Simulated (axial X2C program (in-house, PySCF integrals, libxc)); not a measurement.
# Spin–orbit effects down a group: molecules with Al, PBE0

Computed with an in-house all-electron X2C program for linear molecules (integrals from PySCF), spin-free (one-electron X2C) or two-component (2c: spin–orbit coupling with atomic mean-field Coulomb and Gaunt terms, which also bring small scalar terms), in Dyall basis sets with cores contracted in-house; open shells are unrestricted.

Basis sets: Al dyall-v3z, Cs dyall-cv3z, H dyall-v3z, K dyall-cv3z, Na dyall-cv3z, Rb dyall-cv3z.

| molecule | spin-free state | Re (Å) | ωe (cm⁻¹) | De (eV) | 2c state | Re 2c (Å) | ωe 2c (cm⁻¹) | De 2c (eV) |
| --- | --- | --- | --- | --- | --- | --- | --- | --- |
| AlH | M_S = 0, Λ = 0 | 1.668 | 1642.5 | 2.97 | Ω = 0 | 1.668 | 1642.2 | 2.97 |
| NaAl | M_S = 0, Λ = 0 | 3.143 | 190.5 | 0.70 | Ω = 0 | 3.144 | 190.5 | 0.70 |
| KAl | M_S = 1, Λ = 1 | 3.357 | 149.4 | 0.62 | Ω = 2 | 3.358 | 149.4 | 0.61 |
| RbAl | M_S = 1, Λ = 1 | 3.492 | 127.9 | 0.62 | Ω = 2 | 3.494 | 127.8 | 0.61 |
| CsAl | M_S = 1, Λ = 1 | 3.623 | 122.5 | 0.70 | Ω = 2 | 3.625 | 122.4 | 0.69 |

Task: Work out the shifts from the spin-free to the two-component result.

Result: 

```csv
molecule,2c state,ΔRe (Å),Δωe (cm⁻¹),ΔDe (eV)
AlH,Ω = 0,0.000,-0.3,0.00
NaAl,Ω = 0,0.001,0.0,0.00
KAl,Ω = 2,0.001,0.0,-0.01
RbAl,Ω = 2,0.002,-0.1,-0.01
CsAl,Ω = 2,0.002,-0.1,-0.01
```

Shifts of one unit in the last digit are rounding.

Each entry is the lowest single determinant of a limited PBE0 search at one distance. De goes to single-determinant-based atoms at the same level (for ions the charge split of lowest energy) and is withheld (n/a) where an atom does not fit its ground term or J level. Main or longest-lived isotopes. One determinant is a doubtful description, or other states lie close, for NaAl, KAl, RbAl, CsAl; these need not be ground states, and all values refer to the states named. Some open-shell Ω = 0 determinants are out of reach, so the Ω given for KAl, RbAl, CsAl need not be the lowest component. With several unpaired electrons the Ω given is that of one determinant, not necessarily of the lowest component. Some light 2c atoms are not at their ground J level, so De misses part of their lowering (0.04 eV or less). The functionals have no current term, which raises determinants with orbital currents. Where the atoms have a lower orbital projection than the molecule, De at mean-field level may be about a tenth of an eV too small.
